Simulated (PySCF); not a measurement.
## Ionisation energy of W by level of theory

W [Xe] 4f14 5d4 6s2 [5d3/2^4, M_J = 0] → W⁺ [Xe] 4f14 5d4 6s1 [5d3/2^4 6s1/2^1, M_J = 1/2], as a difference of total energies. Calculation: PySCF 2.14, in x2c-QZVPPall-2c; the two-component X2C-1e Hamiltonian. "Screened" scales the spin-orbit matrix elements by Boettger's factors to mimic the two-electron term; Breit and QED terms are absent.

```csv
method,ionisation energy (eV)
GHF (spin-free),5.889
GHF (screened spin-orbit),5.895
```

The spin-free rows relax to the high-spin LS determinant and lack the spin-orbit shift.

The labels give the starting determinants; with spin-orbit coupling the two ends relaxed to ⟨J²⟩ = 3.33, ⟨L²⟩ = 5.99, ⟨S²⟩ = 5.94 and ⟨J²⟩ = 4.08, ⟨L²⟩ = 5.97, ⟨S²⟩ = 8.65.

The determinant of W and of W⁺ mixes levels of different J (the jj label is only the starting occupation), so the difference between spin-free and spin-orbit rows is not the physical spin-orbit shift.

For comparison: 7.864 eV (measured; NIST Atomic Spectra Database, ionization energies).
